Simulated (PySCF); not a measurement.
**Correlation energy of S²⁺ (sulfur, charge +2)**

[Ne] 3s2 3p2, high-spin 3P determinant. All numbers are calculated (PySCF 2.14, the non-relativistic Hamiltonian (point nucleus), in aug-cc-pV(Q+d)Z (7s6p5d3f2g, 89 functions)). Frozen: [Ne]; 4 electrons correlated.

| level | correlation energy (mhartree) |
| --- | --- |
| CCSD | -92.83 |
| (T) | -2.52 |
| CCSD(T) | -95.35 |

Diagnostics: T1 = 0.0089, D1 = 0.0222, largest double amplitude 0.104.

Cost of the coupled-cluster step: roughly 17 core-seconds, for 4 correlated electrons.

Iterations:

```
CC2 = 0
CCSD nocc = (np.int64(3), np.int64(1)), nmo = (84, 84)
frozen orbitals [[0, 1, 2, 3, 4], [0, 1, 2, 3, 4]]
max_cycle = 100
direct = 0
conv_tol = 1e-08
conv_tol_normt = 1e-06
diis_space = 8
diis_start_cycle = 0
Init t2, MP2 energy = -0.0725008776068558
Init E_corr(UCCSD) = -0.0725008776077619
cycle = 1  E_corr(UCCSD) = -0.0862085309786925  dE = -0.0137076534  norm(t1,t2) = 0.0463887
cycle = 2  E_corr(UCCSD) = -0.090270158576241  dE = -0.0040616276  norm(t1,t2) = 0.0182705
cycle = 3  E_corr(UCCSD) = -0.092837721736466  dE = -0.00256756316  norm(t1,t2) = 0.0083858
cycle = 4  E_corr(UCCSD) = -0.0928223679472157  dE = 1.53537893e-05  norm(t1,t2) = 0.00143994
cycle = 5  E_corr(UCCSD) = -0.0928381859392964  dE = -1.58179921e-05  norm(t1,t2) = 0.00019139
cycle = 6  E_corr(UCCSD) = -0.092832856313356  dE = 5.32962594e-06  norm(t1,t2) = 3.76532e-05
cycle = 7  E_corr(UCCSD) = -0.0928350008373694  dE = -2.14452401e-06  norm(t1,t2) = 6.57604e-06
cycle = 8  E_corr(UCCSD) = -0.0928346435802039  dE = 3.57257165e-07  norm(t1,t2) = 1.317e-06
cycle = 9  E_corr(UCCSD) = -0.092834619236341  dE = 2.43438629e-08  norm(t1,t2) = 2.2716e-07
cycle = 10  E_corr(UCCSD) = -0.0928346356301376  dE = -1.63937966e-08  norm(t1,t2) = 6.86409e-08
cycle = 11  E_corr(UCCSD) = -0.0928346331550568  dE = 2.47508074e-09  norm(t1,t2) = 3.42054e-08
UCCSD converged
E(UCCSD) = -396.4309532387552  E_corr = -0.09283463315505681
UCCSD(T) correction = -0.0025201265640412
```
